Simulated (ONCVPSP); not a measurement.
## chlorine (Cl): excitation energies, all-electron against ONCV

chlorine (Cl), optimised norm-conserving Vanderbilt (ONCV), made with ONCVPSP 4.0.1 (PBEsol, scalar-relativistic). Core [Ne], reference 3s2 3p5. Waves: 3s: rc 1.30 bohr, ncon 4, nbas 7, qcut 6.1 1/bohr, 2 projectors, debl 2.6 Ha; 3p: rc 1.50 bohr, ncon 4, nbas 8, qcut 6.6 1/bohr, 2 projectors, debl 2.1 Ha. Local part: polynomial inside 1.20 bohr (lpopt 4, dvloc0 2 Ha). Core correction: Teter function fitted to the true core (icmod 2), fcfact 0.5.

Energies are relative to the spin-unpolarised reference configuration 3s2 3p5; without spin polarisation the order of configurations can differ from experiment.

**Question.** Give the all-electron excitation energy and the error of the potential for: 3s2 3p4; 3s2 3p3; 3s2 3p2; 3s2 3p4.5.

**Answer.**

```csv
valence configuration,charge,ΔE all-electron (eV),error AE − PS (meV)
3s2 3p4,+1,13.836,+0.4
3s2 3p3,+2,39.233,+11
3s2 3p2,+3,77.489,+50
3s2 3p4.5,+0.5,5.564,-0.3
```

Levels in the configuration 3s2 3p2:

```
level  all-electron (eV)  pseudo (eV)
   3s            -58.785      -58.715
   3p            -45.063      -44.998
```
